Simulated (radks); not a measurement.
Numerical settings for neutral gallium, [Ar] 3d10 4s2 4p1. Calculated with a radial shooting solver on a logarithmic mesh with Libxc functionals: Dirac Kohn-Sham, BLYP, spin-unpolarised, spherical densities, finite nucleus; open shells fill j = l - 1/2 first; Fermi nuclear charge, rms radius 3.9973 fm. The defaults (mesh step 0.008 in ln r, mesh end at 40 bohr or more with all orbitals vanishing there, Anderson mixing 0.5 over 9 steps, residual threshold near 1e-9 with the energy settled to 1e-9 hartree or 1e-11 of itself, here a cap of 88 iterations) give E = -1944.3999 hartree and 4p1/2 at -2.557 eV in 16 iterations. Run on one thread of a shared host, so times are rough (Arm Neoverse V2): 0.11 s of CPU time, 0.11 s wall, 16 iterations on 2381 mesh points. Changes against that run (0 stands for a change within the tolerance of the run):

setting                     iterations         converged  E (mhartree)  e(4p1/2) (meV)  CPU (s)
mesh step in ln r 0.005             18               yes             0               0     0.18
mesh step in ln r 0.2                4                no      diverged               -     0.01
mesh step in ln r 0.12               4                no      diverged               -     0.01
mesh end (bohr) 2                   16  level above zero     +7.69e+03       +8.44e+04     0.11
mesh end (bohr) 400                 16               yes             0               0     0.11
residual threshold 1e-05            12               yes             0         -0.0269      0.1
residual threshold 0.1              12               yes             0         -0.0269      0.1
mixing 2.5                          24               yes             0               0     0.15
linear mixing, mixing 0.05          88                no      +0.00963           -21.1     0.44
linear mixing, mixing 0.8           15                no      diverged               -     0.27
mixing history 2                    33               yes             0               0     0.17
iteration cap 8                      8                no      +0.00655           +13.1     0.07

Settled on a wrong energy, with an occupied level pushed above zero by the early mesh end: mesh end (bohr) 2 (+7.69 hartree). Apart from these: no run marked as converged misses the energy by more than 1 mhartree. A mesh that ends early acts as a hard wall.
